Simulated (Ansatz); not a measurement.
`N[SiH2]O[Si](N)(Cl)Cl` and `N[SiH](Cl)Cl` differ in one atom or group.

Ansatz, PBE0-D4/def2-TZVP geometries, multiplicity 1. Each molecule was computed in one conformer, which needn't be the lowest.

```tsv
property	`N[SiH2]O[Si](N)(Cl)Cl`
LUMO energy (B3LYP/def2-TZVPP) / eV	0.26
LUMO energy (ωB97M-V/def2-TZVPP) / eV	2.07
HOMO–LUMO gap (PBE0/def2-TZVPP) / eV	8.50
size of the dipole moment (B3LYP/def2-TZVPP) / D	0.81
size of the dipole moment (ωB97M-V/def2-TZVPP) / D	0.81
HOMO energy (PBE/def2-TZVPP) / eV	-6.44
```

What does the change do to each property? (Best estimate.)

The calculation gave: 
```json
{"property": "LUMO energy (B3LYP/def2-TZVPP) / eV", "`N[SiH](Cl)Cl`": "0.22", "shift": "-0.04"}
{"property": "LUMO energy (ωB97M-V/def2-TZVPP) / eV", "`N[SiH](Cl)Cl`": "2.04", "shift": "-0.03"}
{"property": "HOMO–LUMO gap (PBE0/def2-TZVPP) / eV", "`N[SiH](Cl)Cl`": "8.72", "shift": "0.22"}
{"property": "size of the dipole moment (B3LYP/def2-TZVPP) / D", "`N[SiH](Cl)Cl`": "2.31", "shift": "1.50"}
{"property": "size of the dipole moment (ωB97M-V/def2-TZVPP) / D", "`N[SiH](Cl)Cl`": "2.31", "shift": "1.50"}
{"property": "HOMO energy (PBE/def2-TZVPP) / eV", "`N[SiH](Cl)Cl`": "-6.75", "shift": "-0.31"}
```

With PBE0 the HOMO falls by 0.30 eV and the LUMO falls by 0.08 eV, so the gap widens by about 0.22 eV. PBE moves the HOMO by -0.31 eV and ωB97M-V by -0.21 eV. Dipoles are sizes alone; their direction can turn.

B3LYP here is the variant with VWN-RPA as its local correlation; programs differ in this.
